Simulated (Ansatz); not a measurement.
Vertical ionisation energy (eV) of eight compounds of closed-shell metals: PBE beside PBE0, computed with Ansatz (a first-principles code) for isolated molecules in the bases named; differences from unrounded values. The eight are the first of their class met in an unordered collection, after screening for sound electronic states; none was chosen by its value. Functionals give these values as differences of separate SCF runs (ΔSCF), EOM-CCSD as a root; each molecule has one DFT geometry for both levels.

```csv
molecule,basis,PBE0,PBE,difference
"CH4OSZn, SMILES [Zn]([O]C)[SH]",def2-SVPD,9.46,9.03,-0.43
"Al(GeH3)2(H) (AlGe2H7), SMILES [GeH3][AlH][GeH3]",def2-SVPD,9.11,8.91,-0.19
"H6MgOSi2, SMILES [SiH3][O][Mg][SiH3]",def2-SVPD,9.41,8.98,-0.43
"CH6MgOSi, SMILES [CH3][Mg][O][SiH3]",def2-SVPD,9.52,9.05,-0.47
"Ga(NH2)3 (GaH6N3), SMILES [NH2][Ga]([NH2])[NH2]",def2-SVPD,8.98,8.52,-0.46
"H6OSi2Zn, SMILES [SiH3][O][Zn][SiH3]",def2-SVPD,9.86,9.46,-0.41
"Al(F)(OMe)(SiH3) (CH6AlFOSi), SMILES [Al]([F])([O]C)[SiH3]",def2-SVPD,10.34,9.89,-0.45
"Al(F)(Cl)(Et) (C2H5AlClF), SMILES C[CH2][Al]([F])[Cl]",def2-SVPD,10.59,10.21,-0.38
```

PBE lies below PBE0 in 8 and above it in 0 of the eight; the mean signed difference is -0.40 and the largest -0.47 eV.
